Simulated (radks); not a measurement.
Results of a calculation; reference values are marked as such.
Coulomb parameter of the 4d shell of the ruthenium ion Ru+ in the model configuration [Kr] 4d5.5 5p1.5, as a second difference U = [E(n + 0.5) + E(n - 0.5) - 2 E(n)] / (0.5)^2 with all orbitals relaxed. "Bare": the charge of the atom changes with n. "Screened": the 5p shell takes up the change at fixed total charge, which measures U(4d,4d) + U(5p,5p) - 2 U(4d,5p). Code: a radial shooting solver on a logarithmic mesh with Libxc functionals. Model: scalar-relativistic Kohn-Sham, SCAN, spin-unpolarised, spherical densities, finite nucleus; meta-GGA in the generalised Kohn-Sham scheme; Fermi nuclear charge, rms radius 4.4809 fm.

| case | configuration | E - E(n) (eV) |
|---|---|---|
| start | [Kr] 4d5.5 5p1.5 | 0.000 |
| bare +0.5 | [Kr] 4d6 5p1.5 | -8.092 |
| bare -0.5 | [Kr] 4d5 5p1.5 | 10.899 |
| screened +0.5 | [Kr] 4d6 5p1 | -4.970 |
| screened -0.5 | [Kr] 4d5 5p2 | 5.638 |

U(bare) = 11.227 eV, U(screened by 5p) = 2.673 eV, against the Slater integral F0(4d,4d) = 16.378 eV with frozen orbitals.
